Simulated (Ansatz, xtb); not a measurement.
**Two isomers of CH4ClFGe**

Structure a is `[CH3][Ge@H]([F])[Cl]`, a singlet and structure b is `[F][GeH2][CH2]Cl`, a singlet. Both are isolated molecules in the gas phase, relaxed with PBE-D3(BJ)/def2-SVP; the shapes shown needn't be the lowest conformers.

a (Å):

```
atom    x (Å)    y (Å)    z (Å)
   C  -3.3456   0.3849  -0.1996
  Cl  -0.9827  -1.7838  -1.1885
   F  -0.4480   1.1337  -0.1176
  Ge  -1.5389  -0.2080   0.1987
   H  -3.3962   0.6999  -1.2590
   H  -3.6134   1.2385   0.4529
   H  -4.0569  -0.4465  -0.0320
   H  -1.2279  -0.6926   1.6347
```

b (Å):

```xyz
8

C    -2.5241    0.9644   -0.4674
Cl   -2.7564    2.0210    0.9775
F    -1.8937   -1.8991   -1.1616
Ge   -2.1275   -0.8359    0.2303
H    -3.3339   -1.3879    1.0268
H    -0.8004   -0.8299    1.0261
H    -3.4515    0.9812   -1.0707
H    -1.6899    1.3692   -1.0712
```

Quicker runs give these differences E(b) − E(a): GFN2-xTB +39.0 kcal/mol; HF/STO-3G +41.6 kcal/mol (at GFN2-xTB geometries); r2SCAN-D4/def2-SVP +39.6 kcal/mol (at GFN2-xTB geometries).

Problem. Estimate E(b) − E(a) at the level CCSD(T)/def2-SVP + ΔMP2/def2-TZVPP.

Solution. Calculated at CCSD(T)/def2-SVP + ΔMP2/def2-TZVPP: E(b) − E(a) = +39.3 kcal/mol, so structure a lies lower.

The same difference at several levels:

```tsv
level	geometry	E(b) − E(a) (kcal/mol)	departure from the last row (kcal/mol)	job, with rough time for the two
GFN2-xTB	GFN2-xTB	+39.0	−0.3	optimisation, 0.47 s
HF/STO-3G	GFN2-xTB	+41.6	+2.4	single point, 3 s
r2SCAN-D4/def2-SVP	GFN2-xTB	+39.6	+0.3	single point, 14 s
PBE-D3(BJ)/def2-SVP	PBE-D3(BJ)/def2-SVP	+38.6	−0.7	optimisation, 77 s
HF/def2-SVP	PBE-D3(BJ)/def2-SVP	+41.7	+2.4	part of the CCSD(T) run
MP2/def2-SVP	PBE-D3(BJ)/def2-SVP	+40.7	+1.4	part of the CCSD(T) run
CCSD(T)/def2-SVP	PBE-D3(BJ)/def2-SVP	+39.2	−0.1	single point
CCSD(T)/def2-SVP + ΔMP2/def2-TZVPP	PBE-D3(BJ)/def2-SVP	+39.3		single point, 1.7 min
```

As drawn, b has 1 C–Cl, 1 Ge–H in place of 1 Cl–Ge, 1 C–H.

The levels shown agree on the order. The largest departure from CCSD(T)/def2-SVP + ΔMP2/def2-TZVPP is that of HF/def2-SVP, 2.4 kcal/mol. The last row adds to CCSD(T) the change of the MP2 difference between the two basis sets, here +0.1 kcal/mol.

With harmonic frequencies from PBE-D3(BJ)/def2-SVP (ideal gas, rigid rotor, one conformer each, 298.15 K, 1 atm): on the last row, ΔE + ΔZPE = +38.1, ΔH = +37.9, ΔG = +38.1 kcal/mol.

The correlated steps freeze 16 core orbitals; the filled d shell of Ge is correlated, in a basis made for valence electrons. Mirror images aren't counted in ΔG. Run with Ansatz 0.2.0, xtb 6.7.1; the last row on 1 thread of Intel(R) Xeon(R) Processor @ 2.50GHz (Skylake/Cascade Lake) on a shared host.
